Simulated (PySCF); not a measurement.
# Ni²⁺: excitation energy

Ni²⁺ [Ar] 3d8 (3F) → Ni²⁺ [Ar] 3d7 4p1 (high-spin determinant), as a difference of total energies. Computed with PySCF 2.14 in x2c-TZVPPall (6s5p4d2f1g, 64 functions), with scalar relativity by spin-free X2C-1e. Correlated levels: valence: [Ar] frozen. The calculations carry no spin-orbit coupling.

```json
{"method": "UHF", "excitation energy (cm⁻¹)": "96015"}
{"method": "MP2 (valence)", "excitation energy (cm⁻¹)": "110430"}
{"method": "SCS-MP2 (valence)", "excitation energy (cm⁻¹)": "111140"}
{"method": "CCSD (valence)", "excitation energy (cm⁻¹)": "107900"}
{"method": "CCSD(T) (valence)", "excitation energy (cm⁻¹)": "108290"}
```

A first-order spin-orbit estimate (lowest level to lowest level, LS coupling) adds 0.032 eV.

The basis was made for the ground configuration and has no added diffuse functions, so the excitation energy can come out too high.

The determinant of the upper state mixes LS terms, which raises its energy above the lowest term, most at the Hartree-Fock and MP2 levels.
